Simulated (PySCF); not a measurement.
# Tellurium: a sound run and one with changed settings

Sound run: Te²⁺ [Kr] 4d10 5s2 5p2, Te³⁺ [Kr] 4d10 5s2 5p1. Calculation: PySCF 2.14, in def2-SVP with the def2 core potential (28 electrons); scalar relativity through the core potential. In the sound run the correlated levels freeze 4s2 4p6 4d10 outside the core potential. The sound run starts from symmetry-adapted Hartree-Fock orbitals and uses a fine grid where one is needed.

Changed run: initial guess atom, at most 50 SCF cycles, level shift 0.1 hartree.

```
species   method  sound run (hartree)  changed run (hartree)  converged
   Te²⁺      UHF           -266.03954             -266.03954        yes
   Te²⁺      PBE           -266.95502             -266.95502        yes
   Te²⁺    M06-L           -267.14190             -267.14190        yes
   Te²⁺      MP2           -266.07482             -266.07114        yes
   Te²⁺  CCSD(T)           -266.08929             -266.08929        yes
   Te³⁺      UHF           -265.04974             -265.04974        yes
   Te³⁺      PBE           -265.94405             -265.94405        yes
   Te³⁺    M06-L           -266.14820             -266.14820        yes
   Te³⁺      MP2           -265.07743             -265.07452        yes
   Te³⁺  CCSD(T)           -265.09064             -265.09064        yes
```

Ionisation energy of Te²⁺:

```csv
method,sound run (eV),changed run (eV)
UHF,26.934,26.934
PBE,27.510,27.510
M06-L,27.040,27.040
MP2,27.140,27.119
SCS-MP2,27.089,27.073
CCSD,27.170,27.170
CCSD(T),27.175,27.175
```

A level shift leaves the converged SCF energy unchanged but raises the virtual orbital energies, which shrinks MP2 if it is not removed.

For comparison, NIST gives 27.84 ± 0.04 eV between the lowest levels.
